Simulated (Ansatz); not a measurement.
# B2NH2OF (SMILES OB1NB1F): methods side by side

B2NH2OF has 7 atoms, charge 0, and is taken as a singlet. SMILES: `OB1NB1F`. Geometry: optimised at PBE0/def2-SVP. This is one conformer, not always the lowest.

Quantity: the adiabatic electron affinity (to the doublet anion, shapes relaxed at PBE0/def2-SVP, no zero-point term), in eV. The values are calculated.

The electron affinity is E(neutral) − E(anion): positive where the electron is bound.

```tsv
level	kind	program	value (eV)	CPU time (all runs)
SVWN5/def2-SVP	LDA	Ansatz	-1.66	2.4 s
BLYP/def2-SVP	GGA	Ansatz	-1.78	4.6 s
PBE/def2-SVP	GGA	Ansatz	-1.59	4.6 s
CAM-B3LYP/def2-SVP	range-separated hybrid	Ansatz	-1.68	5.9 s
wB97M-V/def2-SVP	range-separated hybrid	Ansatz	-1.83	24 s
B2PLYP/def2-SVP	double hybrid	Ansatz	-1.83	7.4 s
RPA@PBE/def2-SVP	RPA	Ansatz	-1.70	6.7 s
MP2/def2-SVP	perturbation theory	Ansatz	-1.99	1.8 s
```

The values span -1.99 to -1.59 eV. Negative values mean that the anion is unbound at that level; they are set by how diffuse the basis is and aren't properties of the molecule, whose anion may well be bound. In so small a basis fixed costs decide the times, and correlated methods can beat functionals. Times are those of the runs behind each value, whatever else they computed, on shared processors of several kinds: orders of magnitude only.
